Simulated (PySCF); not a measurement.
Structure with atom numbers: `[F:1][B:2]([F:3])[CH2:4][CH2:5][Cl:6]`; H(Xn) means a hydrogen on atom n.

Geometry: PBE0-D3(BJ)/def2-SVP; GIAO shifts from PySCF 2.14, gas phase, non-relativistic, averaged over equivalent atoms.

At PBE0/pcSseg-1 (129 basis functions, 30 s wall time on 1 thread of an Intel Xeon, shared host):
```json
{"atoms": "F1/F3", "δ (ppm)": "-62.9"}
{"atoms": "B2", "δ (ppm)": "28.4"}
{"atoms": "C5", "δ (ppm)": "44.3"}
{"atoms": "C4", "δ (ppm)": "20.2"}
{"atoms": "Cl6", "δ (ppm)": "111.8"}
{"atoms": "H(C5)", "δ (ppm)": "3.41"}
{"atoms": "H(C4)", "δ (ppm)": "1.46"}
```

Chemical shifts δ = σref − σ; $^{19}$F (177.25 ppm) against CFCl3; $^{11}$B (100.73 ppm) against BF3·OEt2; $^{13}$C (184.41 ppm) and $^{1}$H (31.27 ppm) against TMS; HCl for $^{35}$Cl (943.27 ppm), all at this level.

**Question.** Estimate the result of repeating the calculation with KT2/pcSseg-2.

**Answer.** 
| atoms | δ at KT2/pcSseg-2 | change |
| --- | --- | --- |
| F1/F3 | -96.4 | -33.5 |
| B2 | 24.8 | -3.6 |
| C5 | 46.7 | +2.4 |
| C4 | 22.2 | +2.0 |
| Cl6 | 134.6 | +22.8 |
| H(C5) | 3.70 | +0.29 |
| H(C4) | 1.65 | +0.19 |

Scale: CFCl3 for $^{19}$F (σ = 136.34 ppm); $^{11}$B (σ = 98.29 ppm) vs BF3·OEt2; $^{13}$C (σ = 182.28 ppm) and $^{1}$H (σ = 31.18 ppm) vs TMS; HCl for $^{35}$Cl (σ = 942.53 ppm) (reference shieldings calculated alike).

The largest change is at F1/F3 (fluorine bonded to B). Cost: 279 basis functions, 100 s wall time on 1 thread of an Intel Xeon, shared host.

A carbon bonded to boron is broadened by the quadrupolar boron nucleus and is often missing from a measured spectrum. Carbons that carry Cl, above all several Cl atoms, come out too deshielded, partly because spin–orbit coupling is missing. Unscaled 19F shifts against computed CFCl3 carry errors that often reach 10 to 50 ppm.
